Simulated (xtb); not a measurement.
C7H8O, triplet, from a rough starting geometry (a higher spin typed on purpose: for a closed-shell molecule this is an excited state); GFN2-xTB (xtb).

The xtb input:
```
$ xtb mol.xyz --gfn 2 --uhf 2 --opt vtight --json

# file mol.xyz
16

C     -2.43295112     0.05625789     0.26126996
C     -0.92841754     0.07120666     0.14207414
C     -0.08414785     0.63327143     0.90408941
C      1.27991960     0.63531746     0.79002290
C      1.75825324    -0.10777661    -0.34957137
O      3.12750513    -0.20586114    -0.58062815
C      0.93319635    -0.73609220    -1.15868500
C     -0.44414865    -0.70762286    -0.95514901
H     -2.93269382    -0.83586501    -0.06410687
H     -2.73988571     0.23272130     1.36864325
H     -2.85543681     0.96329583    -0.24371799
H     -0.49506365     1.21587270     1.84886685
H      1.93426152     1.15701300     1.49553023
H      3.60737232     0.34733513     0.11873551
H      1.33663523    -1.30062731    -1.98522297
H     -1.06195660    -1.26438654    -1.66623844
```

What the program printed (banner, timings and long lists left out):

```
   ID    Z sym.   atoms
    1    6 C      1-5, 7, 8
    2    8 O      6
    3    1 H      9-16

           -------------------------------------------------
          |                Calculation Setup                |
           -------------------------------------------------

           -------------------------------------------------
          |                 G F N 2 - x T B                 |
           -------------------------------------------------

          ...................................................
          :                      SETUP                      :
          :.................................................:
          :  # basis functions                  40          :
          :  # atomic orbitals                  40          :
          :  # shells                           24          :
          :  # electrons                        42          :
          :  max. iterations                   250          :
          :  Hamiltonian                  GFN2-xTB          :
          :  restarted?                      false          :
          :  GBSA solvation                  false          :
          :  PC potential                    false          :
          :  electronic temp.          300.0000000     K    :
          :  accuracy                    1.0000000          :
          :  -> integral cutoff          0.2500000E+02      :
          :  -> integral neglect         0.1000000E-07      :
          :  -> SCF convergence          0.1000000E-05 Eh   :
          :  -> wf. convergence          0.1000000E-03 e    :
          :  Broyden damping             0.4000000          :
          :  net charge                          0          :
          :  unpaired electrons                  2          :
          ...................................................

 iter      E             dE          RMSdq      gap      omega  full diag
   1    -23.2815477 -0.232815E+02  0.348E+00    1.45       0.0  T
   2    -23.2861089 -0.456127E-02  0.276E+00    1.00       1.0  T
   3    -23.3047264 -0.186174E-01  0.153E+00    1.33       1.0  T
   4    -23.3184616 -0.137352E-01  0.579E-01    1.11       1.0  T
   5    -23.3210371 -0.257551E-02  0.266E-01    1.17       1.0  T
   6    -23.3223044 -0.126726E-02  0.988E-02    1.17       1.0  T
   7    -23.3223985 -0.940783E-04  0.427E-02    1.16       1.0  T
   8    -23.3224058 -0.731964E-05  0.155E-02    1.17       1.6  T
   9    -23.3224062 -0.467388E-06  0.424E-03    1.16       5.9  T
  10    -23.3224063 -0.107173E-06  0.182E-03    1.16      13.7  T
  11    -23.3224064 -0.428146E-08  0.522E-04    1.16      47.9  T
  12    -23.3224064 -0.206093E-08  0.216E-04    1.16     115.5  T

   *** convergence criteria satisfied after 12 iterations ***

 transition dipole moment (au) for excitation:          21          22
     X       Y       Z
  -0.0717   0.8227   1.1360  total (au/Debye):    1.404   3.570
 dE (eV)             :    4.084
 oscillator strength :  0.27910E+00

         :::::::::::::::::::::::::::::::::::::::::::::::::::::
         ::                     SUMMARY                     ::
         :::::::::::::::::::::::::::::::::::::::::::::::::::::
         :: total energy             -22.938954365919 Eh    ::
         :: gradient norm              0.244504266921 Eh/a0 ::
         :: HOMO-LUMO gap              1.164438412018 eV    ::
         ::.................................................::
         :: SCC energy               -23.322394772732 Eh    ::
         :: -> isotropic ES            0.022081607689 Eh    ::
         :: -> anisotropic ES          0.004615477191 Eh    ::
         :: -> anisotropic XC          0.010666730280 Eh    ::
         :: -> dispersion             -0.011730276443 Eh    ::
         :: repulsion energy           0.383440406813 Eh    ::
         :: add. restraining           0.000000000000 Eh    ::
         :: total charge               0.000000000932 e     ::
         :::::::::::::::::::::::::::::::::::::::::::::::::::::

      -----------------------------------------------------------
     |                   =====================                   |
     |                        A N C O P T                        |
     |                   =====================                   |
     |               Approximate Normal Coordinate               |
     |                Rational Function Optimizer                |
      -----------------------------------------------------------
      -----------------------------------------------------------
     |                   =====================                   |
     |                        A N C O P T                        |
     |                   =====================                   |
     |               Approximate Normal Coordinate               |
     |                Rational Function Optimizer                |
      -----------------------------------------------------------

          ...................................................
          :                      SETUP                      :
          :.................................................:
          :   optimization level         verytight          :
          :   max. optcycles                   320          :
          :   ANC micro-cycles                  20          :
          :   degrees of freedom                42          :
          :.................................................:
          :   RF solver                   davidson          :
          :   write xtbopt.log                true          :
          :   linear?                        false          :
          :   energy convergence         0.1000000E-06 Eh   :
          :   grad. convergence          0.2000000E-03 Eh/α :
          :   maxmium RF displ.          1.0000000          :
          :   Hlow (freq-cutoff)         0.1000000E-01      :
          :   Hmax (freq-cutoff)         5.0000000          :
          :   S6 in model hess.         20.0000000          :
[...]
 * total energy  :   -22.9759225 Eh     change       -0.8306509E-04 Eh
 * total energy  :   -22.9760025 Eh     change       -0.8006010E-04 Eh
 * total energy  :   -22.9760178 Eh     change       -0.1530481E-04 Eh
 * total energy  :   -22.9760552 Eh     change       -0.3736962E-04 Eh
 * total energy  :   -22.9760684 Eh     change       -0.1319227E-04 Eh
 * total energy  :   -22.9760785 Eh     change       -0.1011944E-04 Eh
 * total energy  :   -22.9760864 Eh     change       -0.7853826E-05 Eh
 * total energy  :   -22.9760923 Eh     change       -0.5922238E-05 Eh
 * total energy  :   -22.9760938 Eh     change       -0.1520095E-05 Eh
 * total energy  :   -22.9760943 Eh     change       -0.4600369E-06 Eh
 * total energy  :   -22.9760945 Eh     change       -0.1930905E-06 Eh
 * total energy  :   -22.9760945 Eh     change       -0.3633500E-07 Eh
   *** GEOMETRY OPTIMIZATION CONVERGED AFTER 23 ITERATIONS ***
         :: total energy             -22.976094494196 Eh    ::
[...]
           -------------------------------------------------

    * Orbital Energies and Occupations

         #    Occupation            Energy/Eh            Energy/eV
      -------------------------------------------------------------
         1        2.0000           -0.7133911             -19.4124
       ...           ...                  ...                  ...
        10        2.0000           -0.5210468             -14.1784
        11        2.0000           -0.5034701             -13.7001
        12        2.0000           -0.4897033             -13.3255
        13        2.0000           -0.4880237             -13.2798
        14        2.0000           -0.4763182             -12.9613
        15        2.0000           -0.4663080             -12.6889
        16        2.0000           -0.4509553             -12.2711
        17        2.0000           -0.4382609             -11.9257
        18        2.0000           -0.4364289             -11.8758
        19        2.0000           -0.4087327             -11.1222
        20        2.0000           -0.3962616             -10.7828
        21        1.0000           -0.3590973              -9.7715
        22        1.0000           -0.2264349              -6.1616 (HOMO)
        23        0.0000           -0.1995301              -5.4295 (LUMO)
        24                         -0.0958411              -2.6080
        25                          0.0659568               1.7948
        26                          0.0854589               2.3255
        27                          0.1038193               2.8251
        28                          0.1218007               3.3144
        29                          0.1611498               4.3851
        30                          0.1903733               5.1803
        31                          0.1917853               5.2187
        32                          0.2095894               5.7032
        33                          0.2128674               5.7924
       ...                                ...                  ...
        40                          0.6318505              17.1935
      -------------------------------------------------------------
                  HL-Gap            0.0269048 Eh            0.7321 eV
             Fermi-level           -0.2953310 Eh           -8.0364 eV

     #   Z          covCN         q      C6AA      α(0)
     1   6 C        3.755    -0.104    22.538     6.769
     2   6 C        2.954     0.009    27.824     8.652
     3   6 C        2.900    -0.033    28.824     8.803
     4   6 C        2.901    -0.086    30.151     9.003
     5   6 C        2.833     0.120    25.356     8.252
     6   8 O        1.659    -0.360    20.098     6.052
     7   6 C        2.896    -0.047    29.154     8.853
     8   6 C        2.906    -0.080    29.988     8.979
     9   1 H        0.924     0.058     2.221     2.330
    10   1 H        0.925     0.042     2.417     2.431
    11   1 H        0.924     0.058     2.221     2.331
    12   1 H        0.925     0.028     2.613     2.528
    13   1 H        0.926     0.018     2.759     2.597
    14   1 H        0.805     0.307     0.699     1.313
    15   1 H        0.926     0.042     2.423     2.434
    16   1 H        0.926     0.026     2.640     2.541

 Mol. C6AA /au·bohr⁶  :       2810.814716
 Mol. C8AA /au·bohr⁸  :      66942.686341
 Mol. α(0) /au        :         83.868875

Wiberg/Mayer (AO) data.
largest (>0.10) Wiberg bond orders for each atom

 ---------------------------------------------------------------------------
     #   Z sym  total        # sym  WBO       # sym  WBO       # sym  WBO
 ---------------------------------------------------------------------------
     1   6 C    3.995 --     2 C    1.072    10 H    0.983    11 H    0.948
                             9 H    0.948
     2   6 C    3.761 --     3 C    1.379     1 C    1.072     8 C    0.999
                             4 C    0.201
     3   6 C    3.992 --     4 C    1.534     2 C    1.379    12 H    0.964
     4   6 C    3.800 --     3 C    1.534     5 C    0.989    13 H    0.970
                             2 C    0.201
     5   6 C    3.734 --     7 C    1.347     6 O    1.155     4 C    0.989
                             8 C    0.184
     6   8 O    2.188 --     5 C    1.155    14 H    0.883
     7   6 C    3.989 --     8 C    1.534     5 C    1.347    15 H    0.963
     8   6 C    3.803 --     7 C    1.534     2 C    0.999    16 H    0.975
                             5 C    0.184
     9   1 H    0.994 --     1 C    0.948
    10   1 H    0.998 --     1 C    0.983
    11   1 H    0.994 --     1 C    0.948
    12   1 H    0.999 --     3 C    0.964
    13   1 H    0.999 --     4 C    0.970
    14   1 H    0.905 --     6 O    0.883
    15   1 H    0.998 --     7 C    0.963
    16   1 H    0.999 --     8 C    0.975
 ---------------------------------------------------------------------------

Topologies differ in total number of bonds
Writing topology from bond orders to xtbtopo.mol

molecular dipole:
                 x           y           z       tot (Debye)
 q only:       -0.155       0.226       0.373
   full:       -0.102       0.350       0.567       1.714
molecular quadrupole (traceless):
                xx          xy          yy          xz          yz          zz
 q only:        4.735       2.340      -2.334       3.137       0.343      -2.401
  q+dip:        6.387       3.878      -4.089       5.185       2.544      -2.299
   full:        5.510       3.620      -2.962       5.013       1.083      -2.548

optimized geometry written to: xtbopt.xyz

           -------------------------------------------------
          | TOTAL ENERGY              -22.976094494196 Eh   |
          | GRADIENT NORM               0.000074877569 Eh/α |
          | HOMO-LUMO GAP               0.732118099459 eV   |
           -------------------------------------------------

normal termination of xtb
```
